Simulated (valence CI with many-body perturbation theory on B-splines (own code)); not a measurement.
## Which ion has this spectrum?

A relativistic CI+MBPT calculation for an atom or ion with 6 electrons gives these levels (× 10³ cm⁻¹):

| J | Parity | E | g |
| --- | --- | --- | --- |
| 0 | even | 0.00 |  |
| 1 | even | 1414.6 | 1.49 |
| 2 | even | 1526.5 | 1.18 |
| 2 | odd | 2631.1 | 1.64 |
| 2 | even | 3022.5 | 1.29 |
| 1 | odd | 3059.3 | 1.04 |
| 0 | even | 3293.9 |  |
| 2 | odd | 3974.3 | 1.51 |
| 3 | odd | 4211.4 | 1.32 |
| 0 | odd | 4455.9 |  |
| 1 | odd | 4549.6 | 1.28 |
| 2 | odd | 4630.3 | 1.09 |
| 1 | odd | 4667.9 | 1.40 |
| 2 | odd | 5896.8 | 1.37 |

The energies are calculated, and their last digits are not significant.

Which is it?
A. Pd40+
B. Cd42+
C. Ag41+
D. Sn44+

C. Ag41+, ground level (2s^2 2p1/2^2) J=0.
